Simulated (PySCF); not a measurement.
# Relaxation of triplet HOsN

Computed with UPBE0/[Os def2-TZVP with ECP60, N def2-TZVP, H def2-TZVP], scalar-relativistic core potentials, density fitting, no spin–orbit coupling, PySCF. A (50,194) grid was used.

A hand-made bent start, of Cs symmetry, held to at least that symmetry:

Coordinates in bohr (charge 0 multiplicity 3):
```
Os    0.1722    0.0000   -0.1376
N    -2.5522    0.0000    1.7701
H     2.6644    0.0000    1.6076
```

Problem. What does it relax to?

Solution. It ends at Cs with Os–H 1.636 Å, Os–N 1.627 Å; H–Os–N 110.7° (after a last refinement on a finer grid). A frequency run shows a minimum. Other isomers or separated fragments may lie lower.

Problem. How much energy is released, and in how many steps?

Solution. 42.5 kJ/mol in 5 steps.

With open d or f shells other occupations or spin states may lie lower. At this level a singlet minimum of Cs symmetry lies 39 kJ/mol below this structure. No spin–orbit coupling is included, which matters more the heavier the element.
